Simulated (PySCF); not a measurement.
Ligand exchange on a metal centre used in film growth or etching (Mo Cl-OH). All species are isolated molecules in the gas phase. One relaxed conformer stands for each flexible species; it need not be the lowest.

The HOMO–LUMO gap from two functionals at the same geometries (r2SCAN-D4/def2-SVP), both in PySCF: PBE-D3(BJ)/def2-TZVP and B3LYP-D3(BJ)/def2-TZVP. B3LYP has the VWN-RPA correlation part, as in Gaussian. 

| species | PBE-D3(BJ)/def2-TZVP (eV) | B3LYP-D3(BJ)/def2-TZVP (eV) |
|---|---|---|
| 0 of 6 Cl replaced by OH ([Mo(Cl)6]) | 1.56 | 2.84 |
| 1 of 6 Cl replaced by OH ([Mo(Cl)5(OH)]) | 1.48 | 2.75 |
| 2 of 6 Cl replaced by OH | 1.68 | 3.02 |
| 4 of 6 Cl replaced by OH ([Mo(Cl)2(OH)4]) | 2.05 | 3.45 |
| 5 of 6 Cl replaced by OH ([Mo(Cl)(OH)5]) | 2.42 | 3.93 |
| 6 of 6 Cl replaced by OH ([Mo(OH)6]) | 3.00 | 4.75 |

Over these rows, drawn at random from the members with no instability flagged (it was tested for open shells, ions and some series alone), PBE minus B3LYP-D3(BJ): mean -1.43 eV, from -1.76 eV to -1.27 eV.
